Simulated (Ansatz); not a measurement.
`BC[SiH](C)Cl` and `C[SiH](Cl)[GeH3]` differ in one atom or group.

Ansatz, PBE0-D4/def2-TZVP geometries, multiplicity 1. Each molecule was computed in one conformer, which needn't be the lowest.

Scalar relativity is left out up to krypton.

```json
{"property": "size of the dipole moment (B3LYP/def2-TZVPP) / D", "`BC[SiH](C)Cl`": "2.50"}
{"property": "LUMO energy (PBE/def2-TZVPP) / eV", "`BC[SiH](C)Cl`": "-2.30"}
{"property": "size of the dipole moment (ωB97M-V/def2-TZVPP) / D", "`BC[SiH](C)Cl`": "2.50"}
{"property": "HOMO–LUMO gap (PBE0/def2-TZVPP) / eV", "`BC[SiH](C)Cl`": "7.24"}
{"property": "HOMO–LUMO gap (B3LYP/def2-TZVPP) / eV", "`BC[SiH](C)Cl`": "6.79"}
{"property": "HOMO–LUMO gap (PBE/def2-TZVPP) / eV", "`BC[SiH](C)Cl`": "4.96"}
```

**Question.** Give the same properties after the change, and the shifts. (An estimate is asked.)

**Answer.** Ansatz gave: 
```tsv
property	`C[SiH](Cl)[GeH3]`	shift
size of the dipole moment (B3LYP/def2-TZVPP) / D	1.73	-0.77
LUMO energy (PBE/def2-TZVPP) / eV	-0.90	1.40
size of the dipole moment (ωB97M-V/def2-TZVPP) / D	1.72	-0.78
HOMO–LUMO gap (PBE0/def2-TZVPP) / eV	7.85	0.61
HOMO–LUMO gap (B3LYP/def2-TZVPP) / eV	7.48	0.69
HOMO–LUMO gap (PBE/def2-TZVPP) / eV	5.85	0.89
```

With PBE0 the HOMO rises by 0.66 eV and the LUMO rises by 1.28 eV, so the gap widens by about 0.62 eV. PBE moves the HOMO by 0.51 eV and ωB97M-V by 0.83 eV. Dipoles are sizes alone; their direction can turn.

B3LYP here is the variant with VWN-RPA as its local correlation; programs differ in this.
